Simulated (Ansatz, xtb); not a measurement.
**Ranking isomers of C2F3Si**

4 gas-phase structures of C2F3Si, found in a search over its isomers (lower ones may exist). Each was relaxed with GFN2-xTB:

A. `[C]#C[Si](F)(F)F`, a doublet
B. a doublet given by its coordinates
C. `FC#C[Si](F)F`, a doublet
D. `F/[C]=C(/F)[Si]F`, a doublet

B (Å):

| atom | x (Å) | y (Å) | z (Å) |
| --- | --- | --- | --- |
| C | -0.2262 | 0.0056 | -0.2502 |
| C | -1.4821 | -0.2925 | -0.4663 |
| F | 2.2690 | -0.4646 | 0.8046 |
| F | -2.3729 | -0.8596 | 0.3774 |
| F | -2.0981 | -0.1065 | -1.6273 |
| Si | 0.7574 | -0.1089 | 1.2513 |

Close contacts (Å): C1–C2 1.31, C1–Si6 1.80, C2–F4 1.35, C2–F5 1.33, F3–Si6 1.62.

Task: Make a reasoned guess at their ranking by r2SCAN-D4/def2-SVP single-point energy.

Result: Calculated order at r2SCAN-D4/def2-SVP: A (0.000), C (0.884), B (2.492), D (3.345) eV.

Energies above the lowest of each column, in eV; the last columns are at B3LYP/6-31G* geometries and were run for some of them only (a dash: not run or not comparable):

| structure | GFN2-xTB | HF/STO-3G | r2SCAN-D4/def2-SVP | B3LYP/6-31G* | CCSD(T)/def2-SVP |
| --- | --- | --- | --- | --- | --- |
| A | 0.000 | 0.000 | 0.000 | 0.000 | 0.000 |
| C | 0.393 | 0.247 | 0.884 | 1.000 | 1.193 |
| B | 1.940 | 0.892 | 2.492 | – | – |
| D | 2.593 | 1.093 | 3.345 | – | – |

Every level run on A puts it lowest or level with the lowest. Some further structures that were screened fall inside this span and aren't listed. Flexible structures stand in one conformer each, not always the lowest. Frequencies (B3LYP/6-31G*) were run for A, C alone. Open shells are spin-unrestricted, some with notable spin contamination.

Over these structures GFN2-xTB departs from r2SCAN-D4/def2-SVP by 0.224 eV on average once a common shift is removed. A GFN2-xTB relaxation took about 0.13 s and the r2SCAN-D4/def2-SVP energy about 3 s on a shared host (Ansatz 0.2.0, xtb 6.7.1 (Pople sets with spherical d functions)).
